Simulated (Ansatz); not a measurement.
C2H9BOSi can be A, `BO[SiH](C)C`, or B, `BC(O)[SiH2]C`.

Isolated molecules relaxed with PBE0-D4/def2-TZVP in Ansatz; ΔE leaves out vibrations. CBS: MP2 limit from def2 TZ/QZ plus the TZ coupled-cluster correction, frozen cores. Functionals use def2-TZVPP. B3LYP here is the variant with VWN-RPA as its local correlation; programs differ in this. One conformer a species, not always the lowest.

(1) Which isomer does CCSD(T)/CBS put lower? Give the gap. (Estimate.)

(2) Give E(B) − E(A) in kJ/mol with CCSD/def2-TZVPP, MP2/def2-TZVPP, r2SCAN-D4, CCSD(T)/def2-TZVPP, B3LYP, B3LYP-D4, B2PLYP. (An estimate is asked.)

Largest T1 diagnostic: 0.012.

Answers

(1) Computed: A, by 335.1 kJ/mol.

(2) Ansatz gave: CCSD/def2-TZVPP 337.9, MP2/def2-TZVPP 342.0, r2SCAN-D4 327.0, CCSD(T)/def2-TZVPP 333.5, B3LYP 333.4, B3LYP-D4 331.2, B2PLYP 338.8. None reverses the order clearly.

In def2-TZVPP, CCSD(T) changes the Hartree–Fock value by −26.7 kJ/mol (the triples alone add −4.4 kJ/mol) and MP2 by −18.1 kJ/mol. From PBE to PBE0 (25 % exact exchange), in def2-TZVPP and without D4, E(B) − E(A) moves by +11.9 kJ/mol.
